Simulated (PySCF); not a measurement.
def2 core potentials replace the inner electrons of Sn.

Cartesian coordinates (Å):
```xyz
21

C     -1.8574    -0.9378     2.6350
C     -1.5918     0.2472     2.0798
Sn    -0.1875     0.3476     0.5106
O     -0.7806     1.0047    -1.2646
C     -1.6808     0.2664    -2.0418
O      1.3500     1.5238     0.8757
C      2.1679     2.0013    -0.1605
O      0.3764    -1.5359     0.2530
C      1.4707    -1.8707    -0.5513
H     -1.3612    -1.8564     2.3038
H     -2.5832    -1.0334     3.4513
H     -2.0884     1.1614     2.4201
H     -1.7593     0.7411    -3.0346
H     -1.3608    -0.7816    -2.1989
H     -2.7004     0.2393    -1.6095
H      2.7088     2.8911     0.2044
H      1.5983     2.2954    -1.0603
H      2.9262     1.2561    -0.4696
H      2.4303    -1.4963    -0.1454
H      1.3776    -1.4929    -1.5884
H      1.5455    -2.9702    -0.6089
```
Charge 0, multiplicity 1.

### Question
Estimate the adiabatic ionisation energy (no zero-point term), HOMO–LUMO gap and S1 oscillator strength that CAM-B3LYP-D3(BJ)/def2-SVP // PBE0-D3(BJ)/def2-SVP run with PySCF 2.14.0 returns for this input.

### Answer

```json
{
 "adiabatic ionisation energy (no zero-point term)": "8.81 eV",
 "HOMO–LUMO gap": "9.22 eV",
 "S1 oscillator strength": "0.005"
}
```
